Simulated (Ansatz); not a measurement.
Gas-phase electronic energies from Ansatz, PBE0-D4/def2-TZVP geometries. CBS: MP2 limit from def2 TZ/QZ plus the TZ coupled-cluster correction, frozen cores. Functionals use def2-TZVPP. B3LYP here is the variant with VWN-RPA as its local correlation; programs differ in this. One conformer a species, not always the lowest.

`C=NB(F)[SiH3]` + `CC#CS[SiH3]` → `[SiH3]C#CS[SiH3]` + `C=NB(C)F`  (redistribution)

```json
{"level": "PBE-D4", "ΔE (kJ/mol)": "-66.9"}
{"level": "B2PLYP", "ΔE (kJ/mol)": "-85.0"}
{"level": "r2SCAN", "ΔE (kJ/mol)": "-80.5"}
{"level": "PBE0", "ΔE (kJ/mol)": "-72.0"}
{"level": "B3LYP", "ΔE (kJ/mol)": "-78.7"}
{"level": "CCSD/def2-TZVPP", "ΔE (kJ/mol)": "-86.3"}
{"level": "CCSD(T)/def2-TZVPP", "ΔE (kJ/mol)": "-85.7"}
{"level": "SCS-MP2/def2-QZVPP", "ΔE (kJ/mol)": "-91.9"}
```

**Question.** What does CCSD(T)/CBS give? (Best estimate.)

**Answer.** Computed: -85.9 kJ/mol. The listed levels differ from it by 19.0, 0.9, 5.4, 13.9, 7.2, -0.4, 0.2, -6.0 kJ/mol.

Largest T1 diagnostic among the species: 0.015.

From PBE to PBE0 (25 % exact exchange), in def2-TZVPP and without D4, ΔE moves by −5.5 kJ/mol.
